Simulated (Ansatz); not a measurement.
Coupled-cluster diagnostics for MoS₂⁺ (the lowest doublet isomer of a short search), Ansatz.

Geometry of the doublet (PBE-D4/def2-TZVP):

| atom | x (Å) | y (Å) | z (Å) |
| --- | --- | --- | --- |
| Mo1 | -0.2958 | 0.7195 | -0.3300 |
| S2 | -1.2461 | -1.1270 | -0.2584 |
| S3 | 1.5419 | 0.4075 | 0.5883 |

In the def2 sets Mo takes a core potential; there is no spin–orbit coupling. Correlated methods freeze 10 core orbitals; core or outer-core shells of Mo are correlated, in sets that lack core-valence functions. The structure comes from a short search, and lower isomers may exist.

Geometry of the charge 1 quartet (PBE-D4/def2-TZVP):

```xyz
3

Mo    0.0274   -0.6751    0.6347
S     0.7991    1.3049    0.6765
S    -0.8265   -0.6297   -1.3112
```

**Question.** Estimate the CCSD(T) correlation energy, the shares of MP2 and (T), T1 and the reference's ⟨S²⟩ for: charge 1, doublet, own geometry in def2-TZVPP; charge 1, quartet, own geometry in def2-TZVPP; and the rough time on 4 threads of Arm Neoverse V1 on a shared host.

**Answer.** 
| state | basis | correlation (eV) | MP2 share (%) | (T) share (%) | T1 | ⟨S²⟩ (pure) | wall time | remarks |
| --- | --- | --- | --- | --- | --- | --- | --- | --- |
| charge 1, doublet, own geometry | def2-TZVPP | -23.224 | 88.1 | 6.8 | 0.082 | 2.48 (0.75) | 21 s | flagged by the program, large T1, spin-contaminated |
| charge 1, quartet, own geometry | def2-TZVPP | -23.216 | 90.4 | 6.9 | 0.064 | 4.18 (3.75) | 17 s | large T1, spin-contaminated |
Customary marks for T1 are 0.02 (closed shells), 0.045 (open shells) and about 0.05 (3d metals). T1 exceeds 0.02 in 2 of 2 rows and 0.045 in 2; the higher it lies, the less the single-reference result can be trusted.
